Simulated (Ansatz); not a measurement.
`O[SiH2][SiH2][ZnH]` + `COCO` → `C[O][ZnH]` + `OC[SiH2][SiH2]O`  (formal exchange of groups at a Zn–Si bond)

Calculated with Ansatz (gas phase, PBE0-D4/def2-TZVP geometries, no zero-point term in ΔE). CBS: MP2 limit from def2 TZ/QZ plus the TZ coupled-cluster correction, frozen cores. This one scheme is used for every species. Functionals use def2-TZVPP. For Zn outer-core shells are correlated without core-valence functions, which leaves a few kJ/mol of doubt a bond. Scalar relativity is left out up to krypton. One conformer a species, not always the lowest.

`O[SiH2][SiH2][ZnH]`:

Cartesian coordinates in Å:
```
O -1.343 1.389 1.170
Si -0.857 1.093 -0.387
Si 0.121 -1.022 -0.651
Zn 1.935 -1.442 0.825
H -0.662 1.482 1.837
H -2.090 1.232 -1.203
H 0.128 2.122 -0.838
H -0.937 -2.064 -0.488
H 0.588 -1.100 -2.070
H 3.118 -1.691 1.806
```

`COCO`:

```xyz
10

C     1.263   -0.239   -0.381
O     0.402   -0.239    0.735
C    -0.944   -0.188    0.392
O    -1.328    1.027   -0.183
H     2.283   -0.297   -0.001
H     1.072   -1.109   -1.024
H     1.150    0.670   -0.979
H    -1.489   -0.387    1.320
H    -1.189   -0.953   -0.357
H    -1.219    1.716    0.479
```

`C[O][ZnH]`:

```xyz
7

C     0.983    0.139   -0.339
O    -0.159   -0.658   -0.253
Zn   -1.712   -0.349    0.538
H     1.754   -0.398   -0.904
H     1.410    0.379    0.645
H     0.800    1.089   -0.860
H    -3.077   -0.201    1.174
```

`OC[SiH2][SiH2]O`:

```xyz
13

O    -1.492   -1.554   -1.794
C    -0.740   -1.253   -0.630
Si   -0.532    0.624   -0.494
Si    0.802    1.138    1.369
O     2.330    0.512    1.223
H    -1.599   -2.507   -1.853
H    -1.235   -1.615    0.282
H     0.257   -1.715   -0.656
H    -1.862    1.281   -0.362
H     0.127    1.141   -1.727
H     0.253    0.526    2.607
H     0.840    2.618    1.559
H     2.852    0.804    0.474
```

```json
{"species": "`O[SiH2][SiH2][ZnH]`", "B2PLYP energy (Eh)": "-2436.71572"}
{"species": "`COCO`", "B2PLYP energy (Eh)": "-230.17658"}
{"species": "`C[O][ZnH]`", "B2PLYP energy (Eh)": "-1894.80095"}
{"species": "`OC[SiH2][SiH2]O`", "B2PLYP energy (Eh)": "-772.09949"}
```

Work out ΔE.

ΔE = (-1894.80095) + (-772.09949) − (-2436.71572) − (-230.17658) = -0.00814 Eh = -21.4 kJ/mol. CCSD(T)/CBS gives -21.6 kJ/mol.

Largest T1 diagnostic among the species: 0.017.
